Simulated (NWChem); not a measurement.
System: C₃H₅IO; SMILES C=C(I)OC

NWChem printed, in part:

```
             Northwest Computational Chemistry Package (NWChem) 7.3.0
             --------------------------------------------------------

 C1  symmetry detected

                             Geometry "geometry" -> ""
                             -------------------------

 Output coordinates in angstroms (scale by  1.889725989 to convert to a.u.)

  No.       Tag          Charge          X              Y              Z
 ---- ---------------- ---------- -------------- -------------- --------------
    1 C                    6.0000    -1.92236813     1.28969913     0.17879533
    2 C                    6.0000    -0.63706501     1.04276314    -0.06992811
    3 I                   53.0000     0.08783077    -0.98009941    -0.01398835
    4 O                    8.0000     0.23399048     1.97110595    -0.45386950
    5 C                    6.0000     1.42062208     2.13416829     0.29228376
    6 H                    1.0000    -2.62916710     0.49015539     0.39382462
    7 H                    1.0000    -2.27012630     2.32555219     0.14153958
    8 H                    1.0000     1.97525538     2.95604709    -0.17663349
    9 H                    1.0000     2.03219609     1.21623063     0.26478901
   10 H                    1.0000     1.19775379     2.38865232     1.34191312

 Effective nuclear repulsion energy (a.u.)     409.1314296093

 Summary of "ao basis" -> "ao basis" (spherical)
 ------------------------------------------------------------------------------
       Tag                 Description            Shells   Functions and Types
 ---------------- ------------------------------  ------  ---------------------
 C                          def2-svp                 6       14   3s2p1d
 I                          def2-svp                10       26   4s4p2d
 O                          def2-svp                 6       14   3s2p1d
 H                          def2-svp                 3        5   2s1p

            General Information
            -------------------
          SCF calculation type: DFT
          Wavefunction type:  closed shell.
          No. of atoms     :    10
          No. of electrons :    56
           Alpha electrons :    28
            Beta electrons :    28
          Charge           :     0
          Spin multiplicity:     1
          Use of symmetry is: off; symmetry adaption is: off
          Maximum number of iterations: 150
          AO basis - number of functions:   107
                     number of shells:    49
          Convergence on energy requested:  1.00D-06
          Convergence on density requested:  1.00D-05
          Convergence on gradient requested:  5.00D-04

              XC Information
              --------------
          PerdewBurkeErnzerhof Exchange Functional  1.000
            Perdew 1991 LDA Correlation Functional  1.000 local
           PerdewBurkeErnz. Correlation Functional  1.000 non-local

             Grid Information
             ----------------
          Grid used for XC integration:  xcoarse
          Radial quadrature: Mura-Knowles
          Angular quadrature: Lebedev.
          Tag              B.-S. Rad. Rad. Pts. Rad. Cut. Ang. Pts.
          ---              ---------- --------- --------- ---------
          C                   0.70       21          11.0       194
          I                   1.40       84          11.0       194
          O                   0.60       21           9.0       194
          H                   0.35       21          12.0       194
          Grid pruning is: on
          Number of quadrature shells:   273
          Spatial weights used:  Erf1

      Superposition of Atomic Density Guess
      -------------------------------------

 Sum of atomic energies:        -537.18910037

      Non-variational initial energy
      ------------------------------

 Total energy =    -489.119691
 1-e energy   =   -1275.566428
 2-e energy   =     534.476220
 HOMO         =      -0.271916
 LUMO         =       0.011945

     ---------------------------------------------
      Total Density - Mulliken Population Analysis
     ---------------------------------------------

    Atom       Charge   Shell Charges
 -----------   ------   -------------------------------------------------------
    1 C    6     6.37   1.99  0.97  0.26  2.10  1.03  0.02
    2 C    6     5.57   1.99  0.91  0.23  1.52  0.84  0.07
    3 I   25    25.17   1.83  0.22  1.23  0.66  2.93  3.13  2.60  2.54  9.82  0.20
    4 O    8     8.48   1.99  1.09  0.65  2.93  1.81  0.01
    5 C    6     5.86   1.99  0.93  0.20  1.84  0.85  0.05
    6 H    1     0.89   0.66  0.20  0.03
    7 H    1     0.88   0.65  0.20  0.03
    8 H    1     0.92   0.69  0.21  0.02
    9 H    1     0.93   0.69  0.22  0.02
   10 H    1     0.93   0.69  0.22  0.02

   convergence    iter        energy       DeltaE   RMS-Dens  Diis-err
 ---------------- ----- ----------------- --------- --------- ---------
 d= 0,ls=0.0,diis     1   -489.7171845564 -7.42D+02  1.54D-02  7.97D-01
 d= 0,ls=0.0,diis     2   -489.4715055118  2.46D-01  1.22D-02  2.71D+00
 d= 0,ls=0.0,diis     3   -489.7920874114 -3.21D-01  4.51D-03  1.56D-01
 d= 0,ls=0.0,diis     4   -489.8025828875 -1.05D-02  1.94D-03  1.05D-01
 d= 0,ls=0.0,diis     5   -489.8140698800 -1.15D-02  3.42D-04  2.21D-03
  Resetting Diis
 d= 0,ls=0.0,diis     6   -489.8142674515 -1.98D-04  1.51D-04  2.97D-04
 d= 0,ls=0.0,diis     7   -489.8143066217 -3.92D-05  8.17D-05  9.87D-06
 d= 0,ls=0.0,diis     8   -489.8143036782  2.94D-06  5.47D-05  3.07D-05
 d= 0,ls=0.0,diis     9   -489.8143077971 -4.12D-06  1.05D-05  2.20D-06
 d= 0,ls=0.0,diis    10   -489.8143080096 -2.12D-07  3.47D-06  1.95D-07

         Total DFT energy =     -489.814308009572
      One electron energy =    -1279.063538774428
           Coulomb energy =      585.914290856407
    Exchange-Corr. energy =      -48.635576656335
 Nuclear repulsion energy =      251.970516564785

 Numeric. integr. density =       56.000681227919

                       DFT Final Molecular Orbital Analysis
                       ------------------------------------

 Vector   26  Occ=2.000000D+00  E=-2.413015D-01
              MO Center=  5.8D-02,  6.1D-01, -7.0D-02, r^2= 3.9D+00
   Bfn.  Coefficient  Atom+Function         Bfn.  Coefficient  Atom+Function
  ----- ------------  ---------------      ----- ------------  ---------------
    41      0.339917   3 I  pz               44      0.297179   3 I  pz
    60     -0.289212   4 O  pz               59     -0.247611   4 O  py
    63     -0.220273   4 O  pz               39      0.178613   3 I  px
    62     -0.178239   4 O  py               58      0.169393   4 O  px
    42      0.155147   3 I  px                6      0.137909   1 C  pz

 Vector   27  Occ=2.000000D+00  E=-2.295850D-01
              MO Center=  6.7D-02, -8.7D-01, -1.3D-02, r^2= 2.3D+00
   Bfn.  Coefficient  Atom+Function         Bfn.  Coefficient  Atom+Function
  ----- ------------  ---------------      ----- ------------  ---------------
    39      0.551680   3 I  px               42      0.490073   3 I  px
    36     -0.224044   3 I  px               40      0.183191   3 I  py
    33     -0.181283   3 I  px               41     -0.175324   3 I  pz
    43      0.163602   3 I  py               44     -0.155206   3 I  pz
     3      0.116035   1 C  s                59      0.079583   4 O  py

 Vector   28  Occ=2.000000D+00  E=-2.083328D-01
              MO Center= -6.2D-01,  2.2D-01,  2.3D-02, r^2= 3.9D+00
   Bfn.  Coefficient  Atom+Function         Bfn.  Coefficient  Atom+Function
  ----- ------------  ---------------      ----- ------------  ---------------
    41      0.418736   3 I  pz               44      0.393021   3 I  pz
     6     -0.339562   1 C  pz                9     -0.256791   1 C  pz
    20     -0.230115   2 C  pz               60      0.171600   4 O  pz
    38     -0.169652   3 I  pz               35     -0.136999   3 I  pz
    63      0.130008   4 O  pz               23     -0.117335   2 C  pz

 Vector   29  Occ=0.000000D+00  E=-5.751203D-02
              MO Center= -2.1D-01, -2.2D-01,  6.0D-03, r^2= 3.7D+00
   Bfn.  Coefficient  Atom+Function         Bfn.  Coefficient  Atom+Function
  ----- ------------  ---------------      ----- ------------  ---------------
    17      0.838044   2 C  s                43     -0.778318   3 I  py
    22     -0.426998   2 C  py               32     -0.395272   3 I  s
    19     -0.384798   2 C  py               40     -0.348300   3 I  py
    16      0.258271   2 C  s                42      0.258381   3 I  px
    89      0.209780   7 H  s                31     -0.208354   3 I  s

 Vector   30  Occ=0.000000D+00  E=-2.803891D-02
              MO Center= -1.0D+00,  1.1D+00,  3.9D-02, r^2= 2.9D+00
   Bfn.  Coefficient  Atom+Function         Bfn.  Coefficient  Atom+Function
  ----- ------------  ---------------      ----- ------------  ---------------
     9      0.561270   1 C  pz               23     -0.537778   2 C  pz
    20     -0.463856   2 C  pz                6      0.401332   1 C  pz
    71      0.254960   5 C  s                22     -0.205290   2 C  py
    94     -0.188636   8 H  s               104     -0.178108  10 H  s
    44      0.166690   3 I  pz               63      0.166438   4 O  pz

 Vector   31  Occ=0.000000D+00  E= 4.875858D-02
              MO Center=  1.2D+00,  2.0D+00,  4.9D-01, r^2= 5.8D+00
   Bfn.  Coefficient  Atom+Function         Bfn.  Coefficient  Atom+Function
  ----- ------------  ---------------      ----- ------------  ---------------
    71      1.956732   5 C  s               104     -1.131699  10 H  s
    94     -1.033600   8 H  s                99     -0.954381   9 H  s
    75      0.542709   5 C  px                3      0.403207   1 C  s
    84     -0.399021   6 H  s                57      0.391486   4 O  s
    77      0.380133   5 C  pz               89     -0.332248   7 H  s

     ---------------------------------------------
      Total Density - Mulliken Population Analysis
     ---------------------------------------------

    Atom       Charge   Shell Charges
 -----------   ------   -------------------------------------------------------
    1 C    6     6.01   1.98  0.90  0.22  2.10  0.79  0.02
    2 C    6     6.09   1.99  0.95  0.20  1.99  0.90  0.07
    3 I   25    25.02   1.83  0.22  1.37  0.55  2.94  3.11  2.60  2.36  9.79  0.26
    4 O    8     8.23   1.99  1.09  0.65  2.89  1.59  0.02
    5 C    6     5.87   1.98  0.92  0.12  2.08  0.72  0.05
    6 H    1     0.96   0.73  0.20  0.02
    7 H    1     0.96   0.73  0.20  0.02
    8 H    1     0.95   0.74  0.19  0.02
    9 H    1     0.95   0.73  0.20  0.02
   10 H    1     0.96   0.74  0.20  0.02

     -------------------------------------------
      Total Density - Lowdin Population Analysis
     -------------------------------------------

    Atom       Charge   Shell Charges
 -----------   ------   -------------------------------------------------------
    1 C    6     6.11   1.97  0.61  0.32  1.90  1.26  0.06
    2 C    6     6.11   1.96  0.65  0.33  1.82  1.19  0.16
    3 I   25    24.92   1.25  0.73  1.07  0.80  2.77  3.18  2.51  2.54  9.47  0.58
    4 O    8     8.06   1.97  0.90  0.56  2.74  1.85  0.03
    5 C    6     5.94   1.96  0.59  0.31  1.85  1.12  0.12
    6 H    1     0.96   0.62  0.27  0.07
    7 H    1     0.96   0.62  0.27  0.07
    8 H    1     0.97   0.64  0.26  0.06
    9 H    1     0.98   0.64  0.28  0.07
   10 H    1     0.98   0.64  0.27  0.07

     Multipole analysis of the density
     ---------------------------------

     L   x y z        total         alpha         beta         nuclear
     -   - - -        -----         -----         ----         -------
     0   0 0 0     -0.000000    -28.000000    -28.000000     56.000000

     1   1 0 0      0.287353      2.467342      2.467342     -4.647330
     1   0 1 0      0.498126    -25.680607    -25.680607     51.859341
     1   0 0 1      0.331237     -0.204460     -0.204460      0.740156

     2   2 0 0    -34.950689   -122.607548   -122.607548    210.264407
     2   1 1 0      1.279227     -9.128762     -9.128762     19.536750
     2   1 0 1      0.064950     -0.424262     -0.424262      0.913475
     2   0 2 0    -35.077490   -232.696434   -232.696434    430.315378
     2   0 1 1      1.217661     -1.894403     -1.894403      5.006467
     2   0 0 2    -39.559484    -27.749950    -27.749950     15.940416

            General Information
            -------------------
          SCF calculation type: DFT
          Wavefunction type:  closed shell.
          No. of atoms     :    10
          No. of electrons :    56
           Alpha electrons :    28
            Beta electrons :    28
          Charge           :     0
          Spin multiplicity:     1
          Use of symmetry is: off; symmetry adaption is: off
          Maximum number of iterations: 150
          AO basis - number of functions:   107
                     number of shells:    49
          Convergence on energy requested:  1.00D-06
          Convergence on density requested:  1.00D-05
          Convergence on gradient requested:  5.00D-04

              XC Information
              --------------
          PerdewBurkeErnzerhof Exchange Functional  1.000
            Perdew 1991 LDA Correlation Functional  1.000 local
           PerdewBurkeErnz. Correlation Functional  1.000 non-local

             Grid Information
             ----------------
          Grid used for XC integration:  xcoarse
          Radial quadrature: Mura-Knowles
          Angular quadrature: Lebedev.
          Tag              B.-S. Rad. Rad. Pts. Rad. Cut. Ang. Pts.
          ---              ---------- --------- --------- ---------
          C                   0.70       21          11.0       194
          I                   1.40       84          11.0       194
          O                   0.60       21           9.0       194
          H                   0.35       21          12.0       194
          Grid pruning is: on
          Number of quadrature shells:   273
          Spatial weights used:  Erf1

          Convergence Information
          -----------------------
          Convergence aids based upon iterative change in
          total energy or number of iterations.
          Levelshifting, if invoked, occurs when the
          HOMO/LUMO gap drops below (HL_TOL):  1.00D-02
          DIIS, if invoked, will attempt to extrapolate
          using up to (NFOCK): 10 stored Fock matrices.

                    Damping( 0%)  Levelshifting(0.5)       DIIS
                  --------------- ------------------- ---------------
          dE  on:    start            ASAP                start
          dE off:    2 iters        150 iters           150 iters

                            NWChem DFT Gradient Module
                            --------------------------

  charge          =   0.00
  wavefunction    = closed shell

                         DFT ENERGY GRADIENTS

    atom               coordinates                        gradient
                 x          y          z           x          y          z
   1 C      -3.632749   2.437178   0.337874    0.010769  -0.001855  -0.002077
   2 C      -1.203878   1.970537  -0.132145   -0.005619   0.004393   0.000064
   3 I       0.165976  -1.852119  -0.026434   -0.002353   0.008857  -0.000233
   4 O       0.442178   3.724850  -0.857689   -0.000861  -0.007972   0.007530
   5 C       2.684586   4.032993   0.552336   -0.001382  -0.000678  -0.000264
   6 H      -4.968405   0.926259   0.744221    0.004373   0.004518  -0.000882
   7 H      -4.289917   4.394656   0.267471    0.002297  -0.005949  -0.000176
   8 H       3.732691   5.586119  -0.333789   -0.003647  -0.005092   0.002841
   9 H       3.840294   2.298343   0.500379   -0.004626   0.005213  -0.000169
  10 H       2.263426   4.513898   2.535848    0.001050  -0.001434  -0.006636
```

Level: PBE/def2-SVP with def2 effective core potentials on I. Structure relaxed at the PBE0/def2-SVP level. No frequency run checked for a minimum. def2 effective core potentials on I; no spin-orbit coupling.

### Question
Write an input that gives this output.

### Answer
One answer among several that fit: the input that was run:
```
start job
memory heap 200 mb stack 900 mb global 1100 mb
geometry units angstroms noautoz
  C     -1.905857     1.268289     0.194874
  C     -0.632674     1.015466    -0.105010
  I      0.058974    -1.018388    -0.180090
  O      0.242605     1.949801    -0.464000
  C      1.452916     2.053602     0.254193
  H     -2.619661     0.469219     0.387341
  H     -2.236852     2.309878     0.224028
  H      2.007681     2.891162    -0.185938
  H      2.047715     1.129196     0.158925
  H      1.264851     2.253894     1.322214
end
basis spherical
  * library def2-svp
end
ecp
  I library def2-ecp
end
dft
  xc xpbe96 cpbe96
  grid xcoarse
  iterations 150
  mulliken
end
task dft gradient
```
